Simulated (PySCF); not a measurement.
## Niobium: a sound run and one with changed settings

Sound run: Nb⁺ [Kr] 4d4, Nb²⁺ [Kr] 4d3. Calculation: PySCF 2.14, in def2-SVP with the def2 core potential (28 electrons) (5s3p2d1f, 31 functions); scalar relativity through the core potential. In the sound run the correlated levels freeze 4s2 4p6 outside the core potential. The sound run starts from symmetry-adapted Hartree-Fock orbitals and uses a fine grid where one is needed.

A second run was set up differently.

| species | method | sound run (hartree) | changed run (hartree) | converged |
| --- | --- | --- | --- | --- |
| Nb⁺ | UHF | -56.09157 | -56.09148 | yes |
| Nb⁺ | r2SCAN | -56.58475 | -56.57837 | no |
| Nb⁺ | M06-L | -56.55800 | -56.55254 | no |
| Nb⁺ | MP2 | -56.11410 | -56.11229 | yes |
| Nb²⁺ | UHF | -55.61309 | -55.61309 | yes |
| Nb²⁺ | r2SCAN | -56.05704 | -56.05704 | yes |
| Nb²⁺ | M06-L | -56.04837 | -56.04837 | yes |
| Nb²⁺ | MP2 | -55.62180 | -55.62125 | yes |

Ionisation energy of Nb⁺:

```
 method  sound run (eV)  changed run (eV)
    UHF          13.020            13.018
    MP2          13.396            13.362
SCS-MP2          13.145            13.132
```

What was changed?
A. too few SCF iterations
B. basis contracted for another Hamiltonian
C. level shift left on
D. all electrons correlated in a valence basis

C. It used initial guess 1e, at most 50 SCF cycles, level shift 0.1 hartree. A level shift leaves the converged SCF energy unchanged but raises the virtual orbital energies, which shrinks MP2 if it is not removed.
